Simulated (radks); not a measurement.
Question: Ionisation ladder of molybdenum, from Mo XXIII to Mo XLII. Each ion is in the ground configuration listed by NIST, and IE = E(next ion) - E(this ion), with E = 0 for the bare nucleus. Calculated with a radial shooting solver on a logarithmic mesh with Libxc functionals: scalar-relativistic Kohn-Sham, exchange-only LDA, spin-polarised, spherical densities, point nucleus; open shells are filled with parallel spins first (spin-orbit coupling, left out, can overturn this in heavy ions).

species     configuration  IE, Delta-SCF (eV)  -e(HOMO) (eV)     HOMO
Mo XXIII         [Ar] 3d2              1014.3         982.94    3d up
Mo XXIV          [Ar] 3d1                   ?         1046.3    3d up
Mo XXV               [Ar]              1269.4         1240.7       3p
Mo XXVI      [Ne] 3s2 3p5              1327.5         1298.8  3p down
Mo XXVII     [Ne] 3s2 3p4              1385.0         1356.8  3p down
Mo XXVIII    [Ne] 3s2 3p3              1461.9         1431.7    3p up
Mo XXIX      [Ne] 3s2 3p2                   ?         1492.7    3p up
Mo XXX       [Ne] 3s2 3p1              1583.1         1553.4    3p up
Mo XXXI          [Ne] 3s2              1726.1         1700.2       3s
Mo XXXII         [Ne] 3s1              1792.5         1766.2    3s up
Mo XXXIII            [Ne]                   ?         4204.0       2p
Mo XXXIV     [He] 2s2 2p5              4455.8         4372.7  2p down
Mo XXXV      [He] 2s2 2p4              4622.0         4540.6  2p down
Mo XXXVI     [He] 2s2 2p3              4851.9         4763.8    2p up
Mo XXXVII    [He] 2s2 2p2              5029.5         4941.7    2p up
Mo XXXVIII   [He] 2s2 2p1              5204.5         5118.5    2p up
Mo XXXIX         [He] 2s2              5539.4         5475.5       2s
Mo XL            [He] 2s1              5711.5         5646.6    2s up
Mo XLI               [He]                   ?          23544       1s
Mo XLII               1s1               24540          24276    1s up

Estimate the withheld Delta-SCF values.

Answer: Mo XXIV: 1078.1 eV (NIST 1082); Mo XXIX: 1522.7 eV (NIST 1537); Mo XXXIII: 4287.3 eV (NIST 4259); Mo XLI: 23804 eV (NIST 23810.7).
